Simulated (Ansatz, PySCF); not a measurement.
Noncovalent pair: H2O (SMILES O) (first 3 atoms) with CHN (SMILES C#N); geometry from B3LYP-D3(BJ)/def2-TZVP, rigid monomers moved along the line of their centres of mass till H3···N5 is 1.90 Å.
(charge 0, multiplicity 1):
```json
[
 {"atom": "O", "x (Å)": "-0.1430", "y (Å)": "0.0652", "z (Å)": "-0.6573"},
 {"atom": "H", "x (Å)": "0.7913", "y (Å)": "-0.0607", "z (Å)": "-0.8478"},
 {"atom": "H", "x (Å)": "-0.2007", "y (Å)": "0.0722", "z (Å)": "0.3079"},
 {"atom": "C", "x (Å)": "-0.2726", "y (Å)": "0.0785", "z (Å)": "3.3437"},
 {"atom": "N", "x (Å)": "-0.1324", "y (Å)": "0.0609", "z (Å)": "2.2080"},
 {"atom": "H", "x (Å)": "-0.4043", "y (Å)": "0.0950", "z (Å)": "4.4025"}
]
```

Counterpoise-corrected where a basis set is named; no monomer relaxation. Rows marked so take none.

Correlated levels freeze the cores. CBS: X⁻³ extrapolation of the correlation energy, Hartree–Fock from the larger set. Rows in 6-31G*, STO-3G carry no dispersion term and start afresh at each structure (6-31G* with six Cartesian d functions). MP2/6-31G* freezes PySCF's default core.

Programs: Ansatz (Gaussian basis) for Hartree–Fock, density functionals and correlated methods; PySCF for 6-31G* rows, STO-3G rows, the dispersion terms. Values without a source in brackets are computed.

```json
[
 {"level": "HF/STO-3G (no counterpoise)", "interaction energy (kJ/mol)": "-6.6"},
 {"level": "PBE/def2-TZVPPD", "interaction energy (kJ/mol)": "-13.8"},
 {"level": "r2SCAN/def2-TZVPPD", "interaction energy (kJ/mol)": "-13.0"},
 {"level": "r2SCAN-D4/def2-TZVPPD", "interaction energy (kJ/mol)": "-13.6"},
 {"level": "B3LYP-D4/def2-TZVPPD", "interaction energy (kJ/mol)": "-14.4"},
 {"level": "PBE0/def2-TZVPPD", "interaction energy (kJ/mol)": "-13.4"},
 {"level": "MP2/6-31G*", "interaction energy (kJ/mol)": "-8.3"},
 {"level": "MP2/6-31G* (no counterpoise)", "interaction energy (kJ/mol)": "[?]"},
 {"level": "CCSD(T)/CBS(aug-cc-pVDZ, aug-cc-pVTZ)", "interaction energy (kJ/mol)": "-13.7"}
]
```

Complete the blanks.


- MP2/6-31G* (no counterpoise), interaction energy (kJ/mol): -15.2

Ansatz is a quantum-chemistry and plane-wave program.
